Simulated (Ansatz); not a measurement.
A nudged elastic band was laid between two geometries of CH6BrFN2Si (12 atoms, charge 0, multiplicity 1).

All numbers below come from RKS PBE/def2-SVP (Ansatz 0.2.0).

```yaml
movable_images: 9
climbing_image: yes
spring: 5.0 eV/Å²
optimiser: quadratic models (default)
start_path: IDPP
force_threshold: 0.05 eV/Å
iteration_limit: 60
end_points: relaxed
```

Initial state:

```xyz
12
Properties=species:S:1:pos:R:3
N -0.481 -1.493 0.506
C 0.138 -0.181 0.576
N 1.571 -0.160 0.261
Si -0.995 0.906 -0.510
F -0.982 0.205 -2.001
Br -0.090 2.951 -0.727
H -0.407 -1.869 -0.449
H 0.020 -2.155 1.117
H 0.029 0.195 1.619
H 1.980 0.758 0.488
H 1.718 -0.288 -0.751
H -2.423 1.075 -0.094
```

Final state:

```xyz
12
Properties=species:S:1:pos:R:3
N -0.623 -1.001 1.140
C 0.324 -0.126 0.483
N 1.368 -0.824 -0.289
Si -0.667 1.114 -0.575
F 0.425 1.918 -1.507
Br -1.807 2.642 0.586
H -1.137 -1.567 0.450
H -0.124 -1.672 1.741
H 0.845 0.469 1.266
H 2.096 -0.166 -0.602
H 0.974 -1.244 -1.144
H -1.599 0.402 -1.515
```

**Question.** Which bonds break or form, and what moves?

**Answer.** No bond is made or broken. The dihedral H9–C2–Si4–Br6 goes from 73 to -45°.

**Question.** What energy profile does the band end with?

**Answer.** The run converged. The highest image is number 6 of 0 to 10, 0.091 eV above the first end and 0.050 eV above the last; the last end lies 0.041 eV above the first. A vibrational analysis at the climbing image gives one clearly imaginary mode, 42i cm⁻¹: a first-order saddle point.

```
image  path coordinate (Å)  energy (eV)  dihedral H9–C2–Si4–Br6 (°)
    0                 0.00        0.000                          73
    1                 0.49        0.007                          61
    2                 0.97        0.024                          49
    3                 1.46        0.047                          37
    4                 1.95        0.070                          25
    5                 2.43        0.086                          13
    6                 2.92        0.091                           2
    7                 3.43        0.084                         -10
    8                 3.94        0.066                         -21
    9                 4.45        0.049                         -33
   10                 4.96        0.041                         -45
```

**Question.** What is the geometry of the highest image?

**Answer.** 
```xyz
12
Properties=species:S:1:pos:R:3
N -0.643 -1.151 1.032
C 0.258 -0.146 0.491
N 1.462 -0.665 -0.169
Si -0.816 1.021 -0.597
F -0.081 1.089 -2.070
Br -0.862 3.099 0.235
H -1.006 -1.756 0.282
H -0.119 -1.775 1.663
H 0.603 0.480 1.344
H 2.216 0.034 -0.156
H 1.289 -0.866 -1.164
H -2.225 0.580 -0.857
```

**Question.** What are the harmonic wavenumbers there?

**Answer.** 42i, 110, 165, 189, 207, 266, 333, 364, 437, 487, 628, 730, 779, 811, 818, 857, 989, 1059, 1094, 1162, 1299, 1351, 1583, 1594, 2187, 2981, 3383, 3398, 3465, 3482 cm⁻¹.

Time of the run: 3.3 min on 2 threads of Arm Neoverse V2, on a shared host, peak memory 0.2 GiB.
